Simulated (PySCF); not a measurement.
# C4H7Br: core ionisation energies

Compound: bromocyclobutane, C4H7Br.
SMILES with atom numbers: `[Br:1][CH:2]1[CH2:3][CH2:4][CH2:5]1`

Cartesian coordinates in Å at the PBE0-D3(BJ)/def2-SVP level; atoms count from 1:
```
atom  x, y, z in Å
Br1    1.9376    0.3567   -1.9298
C2     0.9611    0.0720   -0.2776
C3    -0.1341    1.0706    0.1037
C4    -0.9297   -0.1298    0.6577
C5    -0.0693   -1.0581   -0.2245
H6     1.7293   -0.0243    0.5013
H7     0.1383    1.8936    0.7798
H8    -0.6104    1.4874   -0.7960
H9    -2.0167   -0.1378    0.4937
H10   -0.7353   -0.2891    1.7290
H11   -0.5282   -1.2121   -1.2122
H12    0.2575   -2.0290    0.1748
```

Theory: PySCF 2.14.0, delta-SCF UKS SCAN, pcX-2 on the ionised atom, pcseg-1 elsewhere, spin-free X2C. Binding energies are ΔSCF values: E(core-ionised, relaxed orbitals) − E(ground state) at a fixed geometry, referred to the vacuum level.

Problem. What binding energy does each computed site have?

Solution. 
```tsv
atom(s)	bonded to	level	binding energy (eV)	above the level's lowest (eV)	count
C2	Br, 2 C and H	C 1s	291.73	+0.90	1
C3/C5	2 C and 2 H	C 1s	290.83	0.00	2
C4	2 C and 2 H	C 1s	290.87	+0.04	1
```

Lowest listed C 1s: C3/C5, bonded to 2 C and 2 H. Highest, 0.90 eV above it: C2, bonded to Br, 2 C and H. The widest gap between neighbouring values is 0.86 eV, between 290.87 and 291.73 eV. The values 290.83 and 290.87 eV lie too close for their order to be trusted.

Problem. Which photon energy gives electrons from C 1s of C4 a kinetic energy of 50 eV, and what is their de Broglie wavelength?

Solution. hν = 290.87 + 50 = 340.87 eV, recoil neglected; λ = 12.264 Å/√(E/eV) = 1.73 Å.

Problem. Which photon wavelength matches the C 1s of C4 threshold?

Solution. λ = hc/E = 12398.42 eV Å / 290.87 eV = 42.625 Å.

The first atom of each set that the bonding makes equivalent was ionised and stands for the set. No level of bromine is listed. The structure is a single PBE0-D3(BJ)/def2-SVP conformer in the gas phase; no vibrational or solvent corrections.
